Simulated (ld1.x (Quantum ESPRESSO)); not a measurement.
## revPBE TM dataset for Bi (Z = 83), scalar-relativistic all-electron reference.

ld1.x (Quantum ESPRESSO) 7.5 was run on this input:

```
&input
   title='Bi', zed=83., rel=1, dft='REVPBE', iswitch=3,
   config='[Xe] 4f14 5d10 6s2 6p1.5 6d-2',
   nld=3, rlderiv=1.85, eminld=-4.0, emaxld=5.0, deld=0.02
 /
 &inputp
   pseudotype=2, tm=.true., lloc=0,
   nlcc=.true., new_core_ps=.true., rcore=1.45,
   file_pseudopw='Bi.UPF', file_wfcaegen='ae.wfc', file_wfcncgen='nc.wfc', file_beta='beta', file_chi='chi'
 /
3
6P  2  1   1.50   0.00  1.70  1.70  0.0
6D  3  2  -2.00   0.20  1.45  1.45  0.0
6S  1  0   2.00   0.00  1.60  1.60  0.0
 &test
   configts(1)='6s2 6p1.5'
 /
```

Command:

```bash
ld1.x < Bi.in > Bi.out
```

Output (shortened: banner, matrices, multipoles, cross overlaps and the repeated all-electron block are left out):

```
Program LD1 v.7.5
     --------------------------- All-electron run ----------------------------

     Bi
     scalar relativistic calculation

     atomic number is 83.00
     dft =REVPBE   lsd =0 sic =0 latt =0  beta=0.20 tr2=1.0E-14
     Exchange-correlation= REVPBE
                           (   1   4   4   4   0   0   0)
     mesh =1283 r(mesh) = 100.09897 a.u. xmin = -7.00 dx = 0.01250
     1 Ry =  13.60569312 eV, c = 137.03599908

     n l     nl                  e(Ry)          e(Ha)          e(eV)
     1 0     1S 1( 2.00)     -6666.5968     -3333.2984    -90703.6697
     2 0     2S 1( 2.00)     -1198.5593      -599.2796    -16307.2294
     2 1     2P 1( 6.00)     -1025.0762      -512.5381    -13946.8726
     3 0     3S 1( 2.00)      -290.0297      -145.0149     -3946.0552
     3 1     3P 1( 6.00)      -240.4818      -120.2409     -3271.9221
     4 0     4S 1( 2.00)       -67.2952       -33.6476      -915.5975
     4 1     4P 1( 6.00)       -51.0663       -25.5331      -694.7924
     3 2     3D 1(10.00)      -190.8146       -95.4073     -2596.1655
     5 0     5S 1( 2.00)       -12.5271        -6.2635      -170.4395
     5 1     5P 1( 6.00)        -7.9765        -3.9883      -108.5258
     4 2     4D 1(10.00)       -32.5425       -16.2713      -442.7638
     4 3     4F 1(14.00)       -12.1468        -6.0734      -165.2650
     5 2     5D 1(10.00)        -2.9175        -1.4588       -39.6953
     6 0     6S 1( 2.00)        -1.9274        -0.9637       -26.2231
     6 1     6P 1( 1.50)        -1.1116        -0.5558       -15.1234

     final scf error:  6.8E-15 reached in  25 iterations

     Etot =  -43061.337464 Ry,  -21530.668732 Ha, -585879.343001 eV

     Ekin =   48865.353492 Ry,   24432.676746 Ha,  664847.003954 eV
     Encl = -107585.682418 Ry,  -53792.841209 Ha,-1463777.779412 eV
     Eh   =   16448.259205 Ry,    8224.129602 Ha,  223789.967144 eV
     Exc  =    -789.267742 Ry,    -394.633871 Ha,  -10738.534686 eV

     normalization and overlap integrals

     s(1S/1S) =  1.000000  <r> =   0.0158  <r2> =    0.0003  r(max) =   0.0096
     s(2S/2S) =  1.000000  <r> =   0.0665  <r2> =    0.0052  r(max) =   0.0561
     s(2P/2P) =  1.000000  <r> =   0.0605  <r2> =    0.0045  r(max) =   0.0471
     s(3S/3S) =  1.000000  <r> =   0.1715  <r2> =    0.0337  r(max) =   0.1582
     s(3P/3P) =  1.000000  <r> =   0.1737  <r2> =    0.0350  r(max) =   0.1582
     s(4S/4S) =  1.000000  <r> =   0.3770  <r2> =    0.1603  r(max) =   0.3565
     s(4P/4P) =  1.000000  <r> =   0.4025  <r2> =    0.1840  r(max) =   0.3748
     s(3D/3D) =  1.000000  <r> =   0.1575  <r2> =    0.0290  r(max) =   0.1295
     s(5S/5S) =  1.000000  <r> =   0.8310  <r2> =    0.7732  r(max) =   0.7739
     s(5P/5P) =  1.000000  <r> =   0.9481  <r2> =    1.0128  r(max) =   0.8553
     s(4D/4D) =  1.000000  <r> =   0.4225  <r2> =    0.2058  r(max) =   0.3795
     s(4F/4F) =  1.000000  <r> =   0.4410  <r2> =    0.2321  r(max) =   0.3434
     s(5D/5D) =  1.000000  <r> =   1.2285  <r2> =    1.7432  r(max) =   1.0316
     s(6S/6S) =  1.000000  <r> =   2.0938  <r2> =    4.9260  r(max) =   1.8564
     s(6P/6P) =  1.000000  <r> =   2.7056  <r2> =    8.2871  r(max) =   2.3249

     ------------------------ End of All-electron run ------------------------

     --------------------- Generating NC pseudopotential ---------------------

      Generating local pot.: lloc=0, matching radius rcloc =   1.6000

      Computing core charge for nlcc:

       r > 1.46 : true rho core
      Core charge pseudized with two Bessel functions
      Integrated core pseudo-charge :  23.68

      Wfc   6P  rcut= 1.701  Using Troullier-Martins method

      Wfc   6D  rcut= 1.464  Using Troullier-Martins method

     ------------------- End of pseudopotential generation -------------------

     Computing logarithmic derivative in   1.84491
     Computing logarithmic derivative in   1.84491
     Computing the partial wave expansion
       no projector for channel:   0
     R is outside the sphere for l=    1 j= 0.00
     R is outside the sphere for l=    2 j= 0.00

     ---------------------- Testing the pseudopotential ----------------------

     Bi
     scalar relativistic calculation

     atomic number is 83.00   valence charge is  5.00
     dft =REVPBE   lsd =0 sic =0 latt =0  beta=0.20 tr2=1.0E-14
     mesh =1283 r(mesh) = 100.09897 xmin = -7.00 dx = 0.01250

     n l     nl             e AE (Ry)        e PS (Ry)    De AE-PS (Ry)
     1 0     6S   1( 2.00)       -1.92736       -1.92736        0.00000
     2 1     6P   1( 1.50)       -1.11155       -1.11154       -0.00001

     eps = 2.8E-15  iter =  9

     Etot =  -43061.337464 Ry,  -21530.668732 Ha, -585879.343001 eV
     Etotps =   -57.536541 Ry,     -28.768271 Ha,    -782.824521 eV

     Ekin =       2.907007 Ry,       1.453503 Ha,      39.551840 eV
     Encl =     -14.482825 Ry,      -7.241413 Ha,    -197.048873 eV
     Ehrt =       4.679535 Ry,       2.339768 Ha,      63.668317 eV
     Ecxc =     -50.506928 Ry,     -25.253464 Ha,    -687.181762 eV
     (Ecc =     -47.611093 Ry,     -23.805546 Ha,    -647.781920 eV)
     Epseu=      -0.133330 Ry,      -0.066665 Ha,      -1.814043 eV

     ---------------------- End of pseudopotential test ----------------------
```

Note: ghost states, extra bound levels that the all-electron valence spectrum of the same l lacks: p at -615.1 eV, d at -8.3 eV. A true bound ghost makes a file unfit for plane-wave use.

Generation and configuration tests took about 4.7 s on one core of a shared server CPU.
